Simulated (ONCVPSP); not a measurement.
**Before and after: ONCV potential for Lu (Z = 71)**

| Quantity | Value |
| --- | --- |
| Element | lutetium (Lu) |
| Generator | ONCVPSP 4.0.1 |
| Type | optimised norm-conserving Vanderbilt (ONCV) |
| Functional | PBEsol |
| Relativity | non-relativistic |
| Frozen core | [Kr] 4d10 |
| Valence charge | 25 |
| Reference configuration | 4f14 5s2 5p6 5d1 6s1.75 (charge +0.25) |
| Partial waves | 5s+6s: rc 2.15 bohr, ncon 4, nbas 8, qcut 5.1 1/bohr, 2 projectors; 5p: rc 1.60 bohr, ncon 3, nbas 7, qcut 5.3 1/bohr, 3 projectors, debl 4 Ha; 5d: rc 3.10 bohr, ncon 4, nbas 8, qcut 5.9 1/bohr, 1 projector; 4f: rc 1.15 bohr, ncon 5, nbas 10, qcut 12.6 1/bohr, local |
| Local potential | the f channel |
| Core correction | polynomial model core, fcfact 0.35 |

Change: all radii but the core radius scaled by about 0.87 (s 1.88, p 1.40, d 2.70, f 1.00 bohr).

Cutoffs: the cutoffs (Ha) at which the residual kinetic energy of the hardest occupied pseudo-wave falls to 1 and 0.1 mHa per electron; they do not see the model core or the augmentation charge, which bear on the density cutoff. Errors are all-electron minus pseudo energies relative to the spin-unpolarised reference configuration.

Q: Predict the effect on cutoff, ghosts and configuration errors.

A: The potential gets harder (280 Ha and 327 Ha → 419 Ha and 456 Ha); the bound ghosts move from s to p, s; the lowest positive-energy flag moves from p at 85.7 eV to s at 27.2 eV; of the 4 tests that both files solve, the error grows in 0 and shrinks in 1 by more than 15 % and 0.3 meV (median size 1.5 → 0.4 meV). A smaller radius makes the pseudo-wave follow the all-electron one further in, where it bends more sharply, so more plane waves are needed.

```tsv
quantity	base	changed
cutoff, loose	280 Ha	419 Ha
cutoff, tight	327 Ha	456 Ha
loose cutoff by channel	s 9.2 Ha, p 13 Ha, d 9.3 Ha, f 280 Ha	s 11 Ha, p 50 Ha, d 10 Ha, f 419 Ha
bound ghosts	s	s, p
GHOST(+) flags under 300 eV	p at 85.7 eV, d at 215.1 eV	s at 27.2 eV, d at 47.8 eV
error for 4f14 5s2 5p6 5d1 6s2, meV [ΔE -1.18 eV]	0.0	0.0
error for 4f14 5s2 5p6 5d1 6s1, meV [ΔE 5.47 eV]	-0.2	0.0
error for 4f14 5s2 5p6 5d1 6s0, meV [ΔE 17.50 eV]	-2.7	-0.8
error for 4f13 5s2 5p6 5d2 6s1, meV [ΔE 21.80 eV]	-117	-115
rms error of d²Exc/dni dnj with the model core, mHa	1.95	1.62
```

 A true bound ghost makes a file unfit for plane-wave use even where its test errors are small: the radial tests pick states by their node count and pass the ghost by.
